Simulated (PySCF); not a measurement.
C₂H₆OZn.

```xyz
10

Zn    -0.2185     0.1397     0.3039
C     -1.5246     1.1409     1.3228
H     -2.1175     0.4670     1.9611
H     -2.2165     1.6761     0.6536
H     -1.0299     1.8824     1.9696
O      1.0306    -0.8573    -0.4889
C      1.3846    -0.9026    -1.8345
H      1.7574     0.0675    -2.2310
H      2.2030    -1.6344    -1.9843
H      0.5552    -1.2212    -2.5038
```

The structure is a stationary point at B3LYP-D3(BJ)/def2-SVP. The structure was generated by enumeration; whether it is a known compound was not checked. Other conformers were not sampled.

Calculation: B3LYP/pcSseg-1 in PySCF. Non-relativistic, no solvent.

Computed absolute GIAO shielding of each atom: isotropic value and principal components (ppm):
```csv
atom,σ(iso),σ11,σ22,σ33,span
Zn1,1642.4,1203.0,1229.7,2494.5,1291.5
C2,198.3,196.3,199.2,199.4,3.1
H3,31.6,26.0,28.4,40.4,14.4
H4,31.6,26.2,28.4,40.2,14.1
H5,31.6,26.0,28.4,40.4,14.4
O6,306.6,209.2,310.2,400.2,191.0
C7,120.1,91.3,91.6,177.5,86.1
H8,27.2,22.7,24.6,34.4,11.7
H9,27.4,23.4,24.5,34.4,10.9
H10,27.2,22.7,24.6,34.4,11.7
```
